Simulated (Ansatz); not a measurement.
`C[CH](F)[InH2]` + HCl → `[Cl][InH2]` + `CCF` at 600 K and 1 bar (ligand exchange at the In–C bond).

Computed with Ansatz on PBE0-D4/def2-TZVP structures; ΔE is electronic, products minus reactants. CCSD(T)/CBS adds triple-zeta CCSD(T) − MP2 to the extrapolated MP2 energy (def2 sets, frozen cores). This one scheme is used for every species. Elements past krypton have def2 core potentials. For In outer-core shells are correlated without core-valence functions, which leaves a few kJ/mol of doubt a bond.

| species | CCSD(T)/CBS energy (Eh) | H − E (kJ/mol) | S (J/(mol·K)) |
| --- | --- | --- | --- |
| `C[CH](F)[InH2]` | -369.27081 | 237.4 | 437.5 |
| HCl | -460.38127 | 35.4 | 207.2 |
| `[Cl][InH2]` | -650.81839 | 65.0 | 319.0 |
| `CCF` | -178.90141 | 214.6 | 316.1 |

H − E and S are ideal-gas, rigid-rotor, harmonic terms from PBE0-D4/def2-TZVP, for one conformer and one mirror image of each species. 1 Eh = 2625.50 kJ/mol, R = 8.31446 J/(mol·K).

**Question.** By hand: ΔE, ΔH, ΔS and ΔG.

**Answer.** ΔE = (-650.81839) + (-178.90141) − (-369.27081) − (-460.38127) = -0.06772 Eh = -177.8 kJ/mol. Δ(H − E) = 65.0 + 214.6 − 237.4 − 35.4 = 6.8, so ΔH = -171.0 kJ/mol. ΔS = 319.0 + 316.1 − 437.5 − 207.2 = -9.6 J/(mol·K). ΔG = -171.0 − 600 × (-9.6)/1000 = -165.2 kJ/mol.

**Question.** By hand: the equilibrium constant, and the temperature at which ΔG would vanish if ΔH and ΔS stayed fixed.

**Answer.** log₁₀ K = −ΔG/(RT ln 10) = 14.4. ΔG = 0 at ΔH/ΔS = 17812 K, far beyond where these terms or the molecules hold.

The number of gas molecules stays the same, so ΔS is small and ΔH decides. A doubt of 5 kJ/mol in ΔE shifts log₁₀ K by 0.4 here. Other conformers and mirror images would add mixing entropy, several J/(mol·K) or more a flexible species. Modes under 60 cm⁻¹, often nearly free rotors, make the harmonic entropy too high. These are equilibria of isolated gas molecules and say nothing of rates. Largest T1 diagnostic: 0.014 (customary marks: 0.02 for closed shells, 0.045 for open ones).
